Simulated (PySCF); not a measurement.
# Where the electron goes

C4H12O3Si.
Z-matrix (Å and degrees, PBE0-D3(BJ)/def2-SVP geometry), rows numbered from 1:
```
C 
O   1  1.3982
Si  2  1.6503  1  126.05
C   3  1.8594  2  111.31  1    73.15
O   3  1.6507  2  107.67  1  -164.65
C   5  1.3980  3  126.02  2   -52.48
O   3  1.6508  2  107.43  1   -49.12
C   7  1.3983  3  126.01  2  -166.47
H   1  1.1038  2  111.68  3    55.66
H   1  1.1010  2  108.91  3   175.18
H   1  1.1063  2  112.14  3   -65.75
H   4  1.1011  3  111.26  2  -179.99
H   4  1.1013  3  111.04  2    59.96
H   4  1.1012  3  111.08  2   -59.86
H   6  1.1040  5  111.69  3    57.57
H   6  1.1010  5  108.93  3   177.04
H   6  1.1064  5  112.18  3   -63.87
H   8  1.1038  7  111.70  3    55.65
H   8  1.1010  7  108.91  3   175.16
H   8  1.1063  7  112.13  3   -65.79
```

Computed with TDDFT CAM-B3LYP/def2-SVPD, vertical, gas phase, core orbitals frozen in the response (PySCF).

Frontier orbitals with the atoms that hold most of them (Löwdin shares over 4%, at most four atoms; ? is withheld):

| orbital | ε (eV) | atoms |
| --- | --- | --- |
| HOMO-3 | -10.32 | O7 27%, O2 24%, C8 11%, C1 11% |
| HOMO-2 | -9.60 | O7 36%, O5 25%, C8 10%, C6 7% |
| HOMO-1 | -9.58 | O2 38%, O5 19%, C1 10%, O7 6% |
| HOMO | -9.41 | C4 18%, O2 17%, O7 16%, O5 14% |
| LUMO | ? | ? |
| LUMO+1 | 1.76 | C6 21%, H16 10%, H17 10%, C1 9% |
| LUMO+2 | 1.76 | C8 19%, C1 13%, H20 10%, H19 8% |

(1) Which atoms hold the LUMO, and with what shares?

(2) What is the LUMO energy, and the HOMO–LUMO gap?

Answers

(1) Si3 (bonded to C and 3 O) 17%; C4 (bonded to Si and 3 H) 12%; C6 (bonded to O and 3 H) 8%; C8 (bonded to O and 3 H) 8%. By element: carbon 28% or more, silicon 17%.

(2) ε(LUMO) = 1.09 eV; the gap is 10.51 eV (0.3861 hartree).

Problem. The HOMO–LUMO gap is 10.51 eV. Where does the response calculation put the lowest singlet, and from which orbitals?

Solution. S1 is at 7.66 eV (f = 0.0052), 2.85 eV below the gap, made of HOMO→LUMO (84%). 

Next come S2 at 7.79 eV (f 0.0024), HOMO-1→LUMO (71%); S3 at 7.80 eV (f 0.0022), HOMO-2→LUMO (71%); S4 at 8.37 eV (f 0.040), HOMO-5→LUMO (31%), HOMO-1→LUMO+1/LUMO+2 (≥26%); S5 at 8.42 eV (f 0.0020), HOMO-4→LUMO (35%), HOMO→LUMO+1/LUMO+2 (≥25%).

Orbitals of the list HOMO-3 to LUMO+2 that lie within 0.01 eV of each other are written together with a slash and their weights summed (≥ marks a lower bound); for degenerate orbitals outside that list single weights are arbitrary.

Löwdin shares depend on the basis, the more so with diffuse functions.

Time: 9.8 min of wall time. Hardware: one thread of an Arm Neoverse V2 (shared host).

One conformer stands for the species.
